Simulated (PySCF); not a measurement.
Input file for PySCF: D3(BJ) and D4 dispersion corrections on H2O (SMILES O).

```python
from pyscf import gto
from pyscf.dispersion import dftd3, dftd4

mol = gto.M(
    atom='''
    O    -0.76452412    1.52331198    1.68624925
    H    -1.56022464    1.24326808    2.15725496
    H    -1.02381147    2.20764518    1.05545184
    ''',
    basis='def2-svp',
    charge=0, spin=0, verbose=0, max_memory=1800)
d3, d4 = {}, {}
for xc in ['hf', 'pbe', 'blyp', 'revpbe', 'tpss', 'r2scan', 'b3lyp', 'pbe0', 'bhlyp', 'camb3lyp', 'b2plyp']:
    d3[xc] = float(dftd3.DFTD3Dispersion(mol, xc=xc, version='d3bj', atm=False).get_dispersion()['energy'])
    print(f'D3(BJ) {xc:10s} {d3[xc]:14.8f} Eh')
for xc in ['hf', 'pbe', 'blyp', 'revpbe', 'tpss', 'r2scan', 'b3lyp', 'pbe0', 'bhlyp', 'camb3lyp', 'b2plyp']:
    d4[xc] = float(dftd4.DFTD4Dispersion(mol, xc={'camb3lyp': 'cam-b3lyp'}.get(xc, xc), atm=True).get_dispersion()['energy'])
    print(f'D4     {xc:10s} {d4[xc]:14.8f} Eh')
```

It printed:

```
D3(BJ) hf            -0.00448950 Eh
D3(BJ) pbe           -0.00035933 Eh
D3(BJ) blyp          -0.00071898 Eh
D3(BJ) revpbe        -0.00106137 Eh
D3(BJ) tpss          -0.00042034 Eh
D3(BJ) r2scan        -0.00008484 Eh
D3(BJ) b3lyp         -0.00057368 Eh
D3(BJ) pbe0          -0.00027681 Eh
D3(BJ) bhlyp         -0.00040932 Eh
D3(BJ) camb3lyp      -0.00021233 Eh
D3(BJ) b2plyp        -0.00023424 Eh
D4     hf            -0.00098221 Eh
D4     pbe           -0.00019564 Eh
D4     blyp          -0.00047252 Eh
D4     revpbe        -0.00094825 Eh
D4     tpss          -0.00026691 Eh
D4     r2scan        -0.00004683 Eh
D4     b3lyp         -0.00031004 Eh
D4     pbe0          -0.00015660 Eh
D4     bhlyp         -0.00018221 Eh
D4     camb3lyp      -0.00014961 Eh
D4     b2plyp        -0.00013373 Eh
```

The run finished.

Cost: roughly 0.04 core-seconds.
